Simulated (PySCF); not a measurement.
**Electronic absorption of C6H11O2P**

Compound: C6H11O2P.
Geometry (PBE0-D3(BJ)/def2-SVP, Å), atoms numbered from 1 in this order:
```
atom  x, y, z in Å
C1    -2.5744    0.3726   -0.9139
P2    -1.7232   -0.4301    0.4551
O3    -2.1992   -0.0639    1.8185
O4    -1.9304   -2.0032    0.0562
C5     0.0334   -0.1307    0.2398
C6     0.9246   -0.9963   -0.2661
C7     2.3276   -0.4713   -0.1630
C8     2.1182    1.0179    0.1610
C9     0.7116    1.1068    0.7763
H10   -2.3665    1.4514   -0.8763
H11   -3.6554    0.2145   -0.7909
H12   -2.2415   -0.0368   -1.8774
H13   -1.8857   -2.5384    0.8595
H14    0.6683   -1.9849   -0.6559
H15    2.9215   -0.6378   -1.0763
H16    2.8599   -1.0028    0.6488
H17    2.1361    1.5939   -0.7780
H18    2.9012    1.4343    0.8111
H19    0.1877    2.0409    0.5171
H20    0.7208    1.0596    1.8797
```

Computed with TDDFT B3LYP/def2-SVPD, vertical, gas phase, core orbitals frozen in the response in PySCF.

```
state  λ (nm)  E (eV)       f  main configurations (H = HOMO, L = LUMO)
   S1   215.0    5.77   0.027                    H-1→L (73%), H→L (24%)
   S2   198.7    6.24   0.093       H-2→L (50%), H→L (27%), H-1→L (16%)
   S3   197.4    6.28   0.106       H-2→L (46%), H→L (28%), H→L+1 (17%)
   S4   192.8    6.43   0.055                    H→L+1 (76%), H→L (15%)
   S5   183.4    6.76   0.023                H-1→L+1 (86%), H→L+2 (11%)
   S6   178.7    6.94   0.017                H→L+2 (86%), H-1→L+1 (11%)
   S7   173.3    7.16   0.028                             H-2→L+1 (92%)
   S8   171.5    7.23  0.0044                H→L+3 (79%), H-1→L+2 (14%)
   S9   170.3    7.28  0.0060                               H-3→L (92%)
  S10   169.5    7.32   0.015  H-1→L+2 (69%), H→L+3 (12%), H-1→L+3 (9%)
```

Triplets, Tamm–Dancoff:

```csv
state,E (eV),λ (nm),"main configurations (H = HOMO, L = LUMO)"
T1,4.04,306.9,H→L (88%)
T2,5.52,224.8,H-1→L (89%)
T3,6.11,203.0,H-2→L (95%)
T4,6.31,196.4,H→L+1 (96%)
```

The lowest singlet lies at 5.77 eV (215 nm, ultraviolet) and is weak; its leading configuration is HOMO-1→LUMO (73%). The strongest level in the table is S3 at 6.28 eV (197 nm, f = 0.106). Löwdin shares by element: HOMO carbon 61% or more, oxygen 12% or more (atoms not listed hold the other 27%); LUMO carbon 67% or more, phosphorus 8% (atoms not listed hold the other 25%). The oscillator strengths of these states sum to 0.374; summed over the whole spectrum of an exact calculation they would give the number of electrons, 78 (Thomas–Reiche–Kuhn). Weighted by f, the mean energy of these states is 6.45 eV. Of the 10 states listed, 8 reach f = 0.01 and none stays under 0.0005. All these states lie below the vertical ionisation energy of 9.15 eV (ΔSCF). The window holds the lowest 10 singlets.

One conformer stands for the species.
